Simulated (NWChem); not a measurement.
# C2H4ClNSi; SMILES C#C[Si@@H](N)Cl

```xyz
9

C      0.8239     2.6437    -0.3474
C      0.3034     1.5796    -0.0227
Si    -0.4602    -0.0095     0.4766
N     -1.9347    -0.1788    -0.4031
Cl     0.9726    -1.5033     0.1219
H      1.2828     3.5817    -0.6329
H     -0.7639    -0.0612     1.9381
H     -2.5571    -0.9598    -0.1789
H     -1.9236    -0.0027    -1.4114
```
Atoms are numbered in this order, from 1.

All runs: NWChem. Geometry: optimised at PBE-D3(BJ)/def2-SVP. Level: PBE0/def2-SVP with SMD (1 M gas to 1 M solution), gas-phase geometry. Reactions with the solvent are ignored.

```tsv
solvent	dielectric constant	solvation free energy (kcal/mol)	cavity-dispersion-structure term (kcal/mol)	dipole in solution (D)
water	78.4	(withheld)	(withheld)	2.42
acetonitrile	35.7	-5.7	1.8	2.41
diethyl ether	4.24	-4.9	0.8	2.29
2-propanol	19.3	-5.3	1.9	2.39
```

Q: Complete the blanks.

A: 
- water, solvation free energy (kcal/mol): -2.2
- water, cavity-dispersion-structure term (kcal/mol): 5.4
